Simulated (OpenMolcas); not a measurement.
Au3+ among 6 point charges of -1.7 e arranged as a tetragonal octahedron (D4h), 2.24 Å from the ion, with the axial distance 2.778 Å.

| Property | Result |
| --- | --- |
| Program | OpenMolcas 26.06 |
| Method | CASSCF |
| Basis | ANO-RCC-VDZP [7s6p4d2f] |
| Scalar Hamiltonian | DKH2, point nucleus |
| Active space | 8 electrons in 5 orbitals (5d) |
| State averaging | 2S+1 = 3 even, 10 roots; 2S+1 = 1 even, 15 roots |
| Spin-orbit coupling | RASSI with atomic mean-field integrals over the reference wave functions |

Question: What is the spin-free ground state (labels of D4, the rotations of D4h)?

Answer: 3B1, 1-fold in its orbital part, 100 % from free-ion F terms; it has the highest spin that d8 allows.

Question: Where is the first state of the same spin?

Answer: 3E at 2230 cm-1 above the ground state.

Question: What are the lowest two levels with spin-orbit coupling?

Answer: A 2-fold level E with g = 0.00, 0.00, 6.02, then a 1-fold level B2 191.6 cm-1 above it. Their leading multiplicities are 3 (97 %) and 3 (97 %).

Question: What is χT at 300 K, and how does it compare with the textbook value?

Answer: The lowest level has 2S+1 = 3, for which the spin-only value is χT = S(S+1) / 2 = 1.000 cm3 K/mol (g = 2). The computed 2.723 at 300 K differs by +1.723, through orbital momentum, spin-orbit coupling and any other state in reach.

Spin-orbit coupling mixes the spin-free states strongly: the lowest level takes only 52 % from its leading state, 3B1. Without dynamic correlation the repulsion within the d shell is too large (B by tens of per cent), so at a given field states of lower spin stand too high. Real 4d8 and 5d8 ions are as a rule square planar and diamagnetic. This shell can be high or low spin here, a state of another spin lies low, and with metal d orbitals alone active their balance is uncertain, so the ground spin may be wrong. Point charges give a weaker field than real ligands, and real ions of this kind are as a rule low spin; the high spin found here belongs to the model. This is an electrostatic model: the charges have no orbitals. No measured value stands beside these numbers.

With an even number of electrons the g values are those of a degenerate or nearly degenerate non-Kramers pair.
